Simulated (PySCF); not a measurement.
**GeHF, singlet: data card**

Level of theory: PBE0 in PySCF with Ge def2-TZVP, H def2-TZVP, F def2-TZVP; no relativity; density-fitted integrals.

The structure is a minimum.

| Quantity | Value |
| --- | --- |
| Point group | Cs |
| Bond lengths | Ge–F 1.757 Å, Ge–H 1.610 Å |
| Bond angles | F–Ge–H 94.2° |
| Atomisation energy without zero-point energy | 790 kJ/mol |
| Rotational symmetry number | 1 |
| Entropy at 298.15 K and 1 bar | 252.6 J/(mol K) |
| Heat capacity Cp at 298.15 K | 40.0 J/(mol K) |
| Dipole moment | 1.87 D |
| Enthalpy at 298.15 K above 0 K | 10.48 kJ/mol |
| Lowest empty level | -2.82 eV |
| Principal quadrupole moments (Buckingham, traceless) about the centre of mass | -3.70, -1.73, 5.43 D Å |
| Highest occupied level | -7.23 eV |
| Zero-point energy | 19.8 kJ/mol |
| Principal polarisabilities | 25.7, 29.6, 37.2 bohr³ |
| Rotational constants | 6.594, 0.3597, 0.3411 cm⁻¹ |

Harmonic modes (masses in u: Ge 73.921, H 1.008, F 18.998):
```
symmetry  ω (cm⁻¹)  IR (km/mol)  μ (u)
      a'       667          115  19.43
      a'       767         26.4   1.08
      a'      1873          426   1.02
```

Charges (e):
```csv
atom,Mulliken,Löwdin,polar tensor,Mayer order to Ge1
Ge1,0.42,0.31,0.87,–
H2,-0.05,-0.11,-0.26,0.94
F3,-0.37,-0.20,-0.61,0.95
```

Mulliken populations on Ge1: s 7.88, p 13.49, d 10.17, f 0.04.

Counting electrons, germanium keeps 2 of its valence electrons outside its bonds, so the VSEPR class is AX2E1 and the expected shape is bent; with unlike ligands the computed point group is Cs.

Other isomers or separated fragments may lie lower.

The final relaxation and frequency run took 17 s on 2 threads of a shared Arm Neoverse V2 host, with 85 basis functions and 15 gradients; the process peaked at 0.8 GiB.
